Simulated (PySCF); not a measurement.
# Cs₂F₂: from structure and modes to constants

Computed with PBE0/[Cs def2-TZVP with ECP46, F def2-TZVP], scalar-relativistic core potentials, density fitting, no spin–orbit coupling, PySCF.

The singlet minimum has D2h symmetry. Masses (u): Cs 132.90545, F 18.99840.

```xyz
4
charge 0 multiplicity 1, angstrom
Cs    2.0371    0.0000    0.0000
Cs   -2.0371    0.0000    0.0000
F     0.0000    1.6407    0.0000
F     0.0000   -1.6407    0.0000
```

Harmonic wavenumbers (cm⁻¹): 80.4 (b3u, ×1), 87.8 (ag, ×1), 210.6 (b3g, ×1), 222.2 (b2u, ×1), 241.7 (ag, ×1), 276.8 (b1u, ×1).

Q: What is the harmonic zero-point energy?

A: Half the sum of all 6 wavenumbers, 1119/2 = 560 cm⁻¹, which is 6.7 kJ/mol (1 cm⁻¹ = 0.0119627 kJ/mol).

Q: Find the vibrational entropy and heat capacity at 298.15 K.

A: With u = 1.43878 ω/T, each mode gives S = R[u/(eᵘ−1) − ln(1−e⁻ᵘ)] and C = R u² eᵘ/(eᵘ−1)².
```json
{"ω (cm⁻¹)": "80.4", "u": "0.388", "S (J/(mol K))": "16.23", "C (J/(mol K))": "8.21"}
{"ω (cm⁻¹)": "87.8", "u": "0.424", "S (J/(mol K))": "15.52", "C (J/(mol K))": "8.19"}
{"ω (cm⁻¹)": "210.6", "u": "1.016", "S (J/(mol K))": "8.53", "C (J/(mol K))": "7.63"}
{"ω (cm⁻¹)": "222.2", "u": "1.072", "S (J/(mol K))": "8.12", "C (J/(mol K))": "7.56"}
{"ω (cm⁻¹)": "241.7", "u": "1.166", "S (J/(mol K))": "7.49", "C (J/(mol K))": "7.43"}
{"ω (cm⁻¹)": "276.8", "u": "1.336", "S (J/(mol K))": "6.50", "C (J/(mol K))": "7.18"}
```
The sums over all modes are S = 62.4 and C = 46.2 J/(mol K); the softest mode gives 26 % of the entropy.

Q: Give the standard entropy (298.15 K, 1 bar) by its translational, rotational, vibrational and spin parts, and Cp.

A: Sackur–Tetrode with M = 303.81 u gives 180.1; rotation with symmetry number 4 gives 114.9; vibration 62.4; spin R ln 1 = 0.0. The total is 357.4 J/(mol K), and Cp = 4 R + 46.2 = 79.5 J/(mol K).

Other isomers or separated fragments may lie lower.
